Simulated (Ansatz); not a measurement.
`CC(F)(F)[SiH3]`, relaxed with RKS PBE-D4/def2-SVP in Ansatz 0.2.0 from a rough embedded geometry. The force threshold is 0.03 eV/Å; the program also tests the step.

The species carries charge 0 and has multiplicity 1.

Start:

```xyz
11

C     1.226   -0.094   -0.801
C    -0.230   -0.375   -0.463
F    -0.395   -1.746   -0.411
F    -1.008    0.092   -1.576
Si   -0.955    0.348    1.073
H     1.426    0.973   -0.832
H     1.516   -0.577   -1.684
H     1.831   -0.489    0.053
H    -0.809    1.895    1.088
H    -2.386    0.071    1.258
H    -0.215   -0.097    2.297
```

| step | energy (eV) | largest force (eV/Å) | largest move (Å) |
| --- | --- | --- | --- |
| 1 | -15462.3348 | 2.779 | 0.000 |
| 2 | -15462.5562 | 0.885 | 0.066 |
| 3 | -15462.5760 | 0.564 | 0.132 |
| 4 (rejected) | -15462.3950 | 1.950 | 0.140 |
| 5 | -15462.6006 | 0.088 | 0.065 |
| 6 | -15462.6025 | 0.028 | 0.033 |

End:

```xyz
11

C     1.240   -0.101   -0.772
C    -0.221   -0.363   -0.479
F    -0.425   -1.734   -0.411
F    -0.981    0.099   -1.544
Si   -0.967    0.410    1.138
H     1.426    0.986   -0.875
H     1.511   -0.605   -1.722
H     1.876   -0.499    0.042
H    -0.830    1.904    1.078
H    -2.411    0.021    1.218
H    -0.217   -0.118    2.328
```

Run time 8 s (4 threads of an Arm Neoverse V1 on a shared host); peak host memory 0.15 GiB.
